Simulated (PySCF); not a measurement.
A series of related molecules.

All values: CAM-B3LYP/def2-SVPD (PySCF) at PBE0-D3(BJ)/def2-SVP geometries, gas phase, one conformer each. Core orbitals are frozen in the response; Δα² is half the sum of the squared differences of the principal polarisabilities. Atoms past krypton carry effective core potentials.

**Question.** Rank by HOMO energy, highest first.
A. `[I][Sn][I]`
B. `[Sn]([F])[F]`
C. `[SnH2]`
D. `[Cl][Sn][Cl]`
E. `C[O][Sn][O]C`
F. `[CH3][Sn][CH3]`

**Answer.** F (-7.18 eV), C (-7.84 eV), A (-8.38 eV), E (-8.83 eV), D (-9.42 eV), B (-10.28 eV).

**Question.** Rank by dipole moment, lowest first.
A. `[Cl][Sn][Cl]`
B. `[NH2][Sn][NH2]`
C. `[F][Sn][F]`
D. `[I][Sn][I]`
E. `[SnH2]`
F. `C[O][Sn][O]C`

**Answer.** F (0.12 D), B (0.32 D), E (0.78 D), D (2.77 D), A (3.65 D), C (4.12 D).

**Question.** Rank by HOMO–LUMO gap, lowest first.
A. `[NH2][Sn][NH2]`
B. `[Cl][Sn][Cl]`
C. `[F][Sn][F]`
D. `[I][Sn][I]`

**Answer.** D (5.88 eV), B (7.06 eV), A (7.74 eV), C (8.24 eV).

All values together:

| SMILES | change | formula | μ (D) | HOMO (eV) | LUMO (eV) | α (Å³) | Δα (Å³) | electrons | α per electron (Å³) | ΔSCF removal energy (eV) |
| --- | --- | --- | --- | --- | --- | --- | --- | --- | --- | --- |
| [Cl][Sn][Cl] | parent | SnCl2 | 3.65 | -9.42 | -2.36 | 10.27 | 4.28 | 84 | 0.122 | – |
| [CH3][Sn][CH3] | ligand (both): Cl to Me | C2H6Sn | 0.09 | -7.18 | -1.40 | 10.96 | 3.37 | 68 | 0.161 | 8.09 |
| [F][Sn][F] | ligand (both): Cl to F | SnF2 | 4.12 | -10.28 | -2.04 | 5.42 | 0.86 | 68 | 0.080 | 11.59 |
| [NH2][Sn][NH2] | ligand (both): Cl to NH2 | H4N2Sn | 0.32 | -8.07 | -0.32 | 9.05 | 2.76 | 68 | 0.133 | 8.82 |
| C[O][Sn][O]C | ligand (both): Cl to OMe | C2H6O2Sn | 0.12 | -8.83 | -1.05 | 11.08 | 3.40 | 84 | 0.132 | 9.55 |
| [I][Sn][I] | ligand (both): Cl to I | SnI2 | 2.77 | -8.38 | -2.50 | 17.91 | 10.16 | 156 | 0.115 | 9.19 |
| [H][Sn][H] | ligand (both): Cl to H | SnH2 | 0.78 | -7.84 | -2.02 | 7.14 | 2.13 | 52 | 0.137 | 9.05 |

Conformers: `[NH2][Sn][NH2]`; `C[O][Sn][O]C`.

A dash marks a removal energy that wasn't run or isn't settled.

**Question.** Give the shifts from the parent, `[Cl][Sn][Cl]`.

**Answer.** 
| SMILES | change in μ (D) | change in HOMO (eV) | change in LUMO (eV) | change in mean α (Å³) |
| --- | --- | --- | --- | --- |
| [CH3][Sn][CH3] | -3.56 | +2.24 | +0.96 | +0.69 |
| [F][Sn][F] | +0.47 | -0.86 | +0.32 | -4.85 |
| [NH2][Sn][NH2] | -3.33 | +1.35 | +2.04 | -1.22 |
| C[O][Sn][O]C | -3.53 | +0.59 | +1.31 | +0.81 |
| [I][Sn][I] | -0.88 | +1.04 | -0.14 | +7.64 |
| [H][Sn][H] | -2.87 | +1.58 | +0.34 | -3.13 |

**Question.** By how much does the ΔSCF value exceed −ε(HOMO) over the species that have both?

**Answer.** By 0.72 to 1.30 eV, 0.95 eV on average, over 6 species.
